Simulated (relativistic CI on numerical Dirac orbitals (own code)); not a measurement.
Spin-allowed bands of a d3 ion in a tetrahedral site, by hand

Problem. Take Δ = 6400 cm⁻¹ and B = 690 cm⁻¹ for a d3 ion in a tetrahedral site. Calculate the three spin-allowed bands.

Working.
1. The terms of highest spin are 4F (energy 0) and 4P (15B = 10350 cm⁻¹). Here the F term splits into A2 at +1.2Δ = 7680, T2 at +0.2Δ = 1280 and T1 at −0.6Δ = -3840 cm⁻¹.
2. The two T1 states mix through the element 0.4Δ: H = [[-3840, 2560], [2560, 10350]], with roots ½(H₁₁ + H₂₂) ∓ ½√[(H₂₂ − H₁₁)² + 4H₁₂²] = ½(6510) ∓ ½(15085) = -4288 and 10798 cm⁻¹.
3. The ground term is 4T1 at -4288 cm⁻¹.
4. Bands: 4T2 5568 cm⁻¹ (1796 nm), 4A2 11968 cm⁻¹ (836 nm), 4T1(P) 15085 cm⁻¹ (663 nm).

Check. Exact diagonalisation of the whole d3 shell with these parameters gives 4T2 5568, 4A2 11968, 4T1 15085 cm⁻¹. The match is exact, since without spin-orbit coupling no other term has this spin. The ratio of the second band to the first, 2.149, depends on Δ/B = 9.3 alone, which is how a Tanabe-Sugano diagram is read.
